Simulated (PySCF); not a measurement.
B(OH)2(SMe) (CH₅BO₂S), SMILES CSB(O)O.

Geometry: B3LYP-D3(BJ)/def2-SVP. The values are those of a single conformer.

Two levels are set side by side: PBE/def2-TZVP (PySCF) and ωB97X/def2-TZVP (PySCF). Same geometry, gas phase. Differences are taken from unrounded values.

```tsv
quantity	ωB97X
orbital gap (eV)	11.30
highest occupied level (eV)	-9.11
lowest empty level (eV)	2.19
dipole moment (D)	3.46
mean polarisability (bohr³)	52.1
```

Problem. What does PBE give, and how far is it from ωB97X? (An estimate is asked for; the answer gives what the named calculation found.)

Solution. 
| quantity | PBE | PBE minus ωB97X |
|---|---|---|
| orbital gap (eV) | 4.81 | -6.49 |
| highest occupied level (eV) | -5.54 | 3.58 |
| lowest empty level (eV) | -0.73 | -2.91 |
| dipole moment (D) | 3.24 | -0.22 |
| mean polarisability (bohr³) | 55.0 | 2.8 |

PBE's occupied levels lie high since its potential decays too fast outside the molecule; exact exchange lowers them and widens the gap. PBE's more diffuse valence density responds more strongly to a field. Differences between two approximate levels are no errors against the true value.

Rough cost on one machine, each run with all the roots and properties that it gave: ωB97X against PBE within a factor of 2.
